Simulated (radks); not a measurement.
Valence configurations of the carbon ion C+ (all share [He]). All-electron calculation, non-relativistic Kohn-Sham, r2SCAN, spin-unpolarised, spherical densities, point nucleus; meta-GGA in the generalised Kohn-Sham scheme. Program: a radial shooting solver on a logarithmic mesh with Libxc functionals. Energies are relative to 2s2 2p1; eigenvalues in eV.

| valence | E (eV) | e(2p) | e(2s) |
|---|---|---|---|
| 2s2 2p1 | 0.000 | -16.758 | -26.373 |
| 2s1.5 2p1.5 | 4.807 | -16.864 | -26.471 |
| 2s1 2p2 | 9.603 | -16.975 | -26.548 |
| 2s0.5 2p2.5 | 14.373 | -17.073 | -26.575 |
| 2p3 | 19.098 | -17.139 | - |

NIST lists [He] 2s2 2p1 as the ground configuration; this level of theory agrees among the configurations tried. The energies are those of spherical spin-averaged densities, not of single terms.
